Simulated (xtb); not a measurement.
HO, doublet, at a GFN2-xTB geometry. Base run: GFN2-xTB run with xtb.

The xtb input:
```
$ xtb mol.xyz --gfn 2 --uhf 1 --json

# file mol.xyz
2

O     -0.00000000    -0.00000000    -0.10703614
H      0.00000000     0.00000000     0.85628915
```

Each row names what was changed in the base input (with any setting that the change needs).

```csv
change,ΔE vs base (mEh),dipole (D),G_solv (kcal/mol),SCF cycles
base,0.000,2.07,-,7
alpb = dmf,-9.638,2.30,-7.31,7
etemp = 5000,-20.707,2.07,-,7
alpb = cs2,-0.130,2.13,-0.16,7
```

ALPB and GBSA are two models with their own fitted parameters for each solvent, which aren't always the measured dielectric constant.
